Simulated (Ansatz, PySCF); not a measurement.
Caution: the highest occupied level lies above zero, so the state may not be bound. Caution: the restricted solution is unstable towards spin-unrestricted or complex orbitals, so a lower solution exists and this singlet may not be the ground state. This singlet lies 0.06 eV below the relaxed triplet at the level B3LYP/aug-cc-pVTZ // PBE0-D3(BJ)/def2-TZVPD (Ansatz, a quantum-chemistry and plane-wave program); other levels give the other order.

Z-matrix (Å, degrees):
```
Al
O 1 1.7660
H 2 0.9586 1 112.39
B 1 2.0642 2 129.70 3 0.22
H 4 1.2203 1 116.99 2 -111.71
H 4 1.2204 5 112.04 1 138.92
```
Charge -1, spin multiplicity 1.

Problem. Estimate the HOMO and total energy that PBE0-D3(BJ)/def2-TZVPD (PySCF 2.14.0) returns for this input.

Solution. 
```json
{
 "HOMO": "0.46 eV",
 "total_energy": "-9364.31 eV"
}
```
